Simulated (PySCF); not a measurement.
# Interval between two levels of Tc by level of theory

Tc [Kr] 4d5 5s2 [6S5/2, M_J = 5/2] → Tc [Kr] 4d7 [4F9/2, M_J = 9/2], as a difference of total energies. Calculation: PySCF 2.14, in x2c-TZVPall-2c (8s9p7d1f, 77 functions); the two-component X2C-1e Hamiltonian. Correlated levels: [Ar] 3d10 frozen; the 6 highest virtual spinors dropped. "Screened" scales the spin-orbit matrix elements by Boettger's factors to mimic the two-electron term; Breit and QED terms are absent.

```json
{"method": "GHF (spin-free)", "interval between two levels (cm⁻¹)": "29884"}
{"method": "GMP2 (spin-free)", "interval between two levels (cm⁻¹)": "22995"}
{"method": "GHF (screened spin-orbit)", "interval between two levels (cm⁻¹)": "29056"}
{"method": "GMP2 (screened spin-orbit)", "interval between two levels (cm⁻¹)": "22008"}
```

The labels give the starting determinants; with spin-orbit coupling the two ends relaxed to ⟨J²⟩ = 8.79, ⟨L²⟩ = 0.02, ⟨S²⟩ = 8.78 and ⟨J²⟩ = 24.92, ⟨L²⟩ = 12.21, ⟨S²⟩ = 3.76.
